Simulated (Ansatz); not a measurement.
Program: Ansatz. Geometries: PBE0-D4/def2-TZVP. ΔE: electronic, gas phase. CCSD(T)/CBS adds triple-zeta CCSD(T) − MP2 to the extrapolated MP2 energy (def2 sets, frozen cores). This one scheme is used for every species. DFT in def2-TZVPP. For Se outer-core shells are correlated without core-valence functions, which leaves a few kJ/mol of doubt a bond. Scalar relativity is left out up to krypton. One conformer a species, not always the lowest.

Reaction (ligand exchange at the Si–C bond): `C=C(F)[SiH2][SeH]` + H–F → `F[SiH2][SeH]` + `C=CF`

| level | ΔE (kJ/mol) |
| --- | --- |
| ωB97M-V | -140.0 |
| PBE | -133.5 |
| HF/def2-TZVPP | -163.8 |
| SCS-MP2/def2-TZVPP | -141.2 |
| CCSD(T)/def2-TZVPP | -136.2 |
| SCS-MP2/def2-QZVPP | -141.4 |
| MP2/CBS(def2) | -134.0 |
| CCSD/CBS(def2) | -139.8 |

Problem. What does CCSD(T)/CBS give? (Estimate.)

Solution. Ansatz gave: -135.3 kJ/mol. The listed levels differ from it by -4.7, 1.8, -28.5, -5.9, -0.9, -6.1, 1.3, -4.5 kJ/mol.

Largest T1 diagnostic among the species: 0.012.

In def2-TZVPP, CCSD(T) changes the Hartree–Fock value by +27.6 kJ/mol (the triples alone add +4.5 kJ/mol) and MP2 by +28.8 kJ/mol. The D4 term adds +10.8 kJ/mol with B3LYP and +6.2 kJ/mol with PBE0; it sums over pairs of atoms, weighted by their polarisabilities, and B3LYP, whose exchange is more repulsive, gets the larger term.

B3LYP here is the variant with VWN-RPA as its local correlation; programs differ in this.
